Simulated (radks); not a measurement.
All-electron atom: W+ in [Xe] 4f14 5d4 6s1. All-electron calculation, scalar-relativistic Kohn-Sham, r2SCAN, spin-unpolarised, spherical densities, finite nucleus; meta-GGA in the generalised Kohn-Sham scheme; Fermi nuclear charge, rms radius 5.3658 fm. Program: a radial shooting solver on a logarithmic mesh with Libxc functionals.

Radial electron density D(r) = 4 pi r^2 rho(r):

r (bohr),D(r) (e/bohr)
0.0006806,4.216
0.0007923,5.360
0.0009224,6.794
0.001074,8.582
0.00125,10.80
0.001455,13.53
0.001694,16.87
0.001972,20.90
0.002296,25.72
0.002673,31.41
0.003112,37.99
0.003594,45.05
0.004184,53.28
0.00487,62.13
0.00567,71.26
0.006601,80.20
0.007684,88.35
0.008946,95.01
0.01041,99.48
0.01212,101.3
0.01411,100.3
0.01643,97.19
0.01913,93.13
0.02227,90.13
0.02592,90.38
0.03018,95.55
0.03513,105.8
0.0409,118.9
0.04762,130.7
0.05543,136.3
0.06453,132.8
0.07513,121.9
0.08676,110.3
0.101,104.5
0.1176,109.0
0.1369,119.5
0.1594,124.7
0.1855,115.4
0.216,93.63
0.2514,72.02
0.2927,63.24
0.3408,68.24
0.3967,75.62
0.4618,73.74
0.5376,60.80
0.6259,43.80
0.7286,30.09
0.8483,21.99
0.9875,17.54
1.15,14.11
1.338,10.59
1.558,7.264
1.814,4.674
2.095,3.037
2.439,1.962
2.839,1.269
3.305,0.7745
3.848,0.4179
4.479,0.1894
5.214,0.06927
6.07,0.01973
7.067,0.004230
8.227,0.0006569

D(r) has 4 maxima, at r = 0.0124, 0.0563, 0.157, 0.420 bohr, and minima at 0.0239, 0.102, 0.295 bohr, inside which lie 1.91, 11.05, 29.85 electrons.
